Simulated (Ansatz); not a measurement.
Two isomers of CH8O2Si2: A = `O[SiH2]C[SiH2]O`, B = `C[SiH2][SiH](O)O`.

Computed with Ansatz on PBE0-D4/def2-TZVP structures; ΔE is electronic, products minus reactants. CCSD(T)/CBS adds triple-zeta CCSD(T) − MP2 to the extrapolated MP2 energy (def2 sets, frozen cores). Functionals use def2-TZVPP. B3LYP here is the variant with VWN-RPA as its local correlation; programs differ in this. One conformer a species, not always the lowest.

A:

```xyz
13

O    -1.773   -0.572    1.187
Si   -1.625    0.308   -0.192
C     0.086    1.069   -0.299
Si    1.446   -0.188   -0.276
O     1.022   -1.287    0.902
H    -0.983   -1.087    1.394
H    -1.832   -0.523   -1.413
H    -2.677    1.354   -0.147
H     0.215    1.766    0.536
H     0.164    1.648   -1.227
H     1.557   -0.876   -1.592
H     2.776    0.398    0.049
H     1.624   -2.010    1.079
```

B:

```xyz
13

C     1.9739    0.9465   -0.0601
Si    0.5762    0.1607   -1.0349
Si   -1.2329   -0.3494    0.3541
O    -0.5775   -1.1545    1.6353
O    -2.3131   -1.2601   -0.4974
H     2.3009    0.2753    0.7367
H     2.8288    1.1603   -0.7050
H     1.6505    1.8838    0.3984
H     1.0418   -1.0913   -1.6954
H     0.1055    1.0858   -2.1060
H    -1.9776    0.8415    0.8743
H    -1.1335   -1.3411    2.3932
H    -3.2430   -1.1575   -0.2932
```

(1) Which is lower in electronic energy at CCSD(T)/CBS, and by how much? (Estimate.)

(2) Give E(B) − E(A) in kcal/mol with MP2/def2-TZVPP, B3LYP, CCSD(T)/def2-TZVPP, HF/def2-TZVPP, B2PLYP, CCSD/def2-TZVPP, r2SCAN-D4. (Estimate.)

Largest T1 diagnostic: 0.012.

Results:

(1) Computed: A, by 4.6 kcal/mol.

(2) Ansatz gave: MP2/def2-TZVPP 6.3, B3LYP 2.6, CCSD(T)/def2-TZVPP 4.7, HF/def2-TZVPP 4.8, B2PLYP 4.1, CCSD/def2-TZVPP 4.7, r2SCAN-D4 3.7. None reverses the order clearly.

From PBE to PBE0 (25 % exact exchange), in def2-TZVPP and without D4, E(B) − E(A) moves by +1.4 kcal/mol. The D4 term adds +1.0 kcal/mol with B3LYP and +0.5 kcal/mol with PBE0; it sums over pairs of atoms, weighted by their polarisabilities, and B3LYP, whose exchange is more repulsive, gets the larger term.
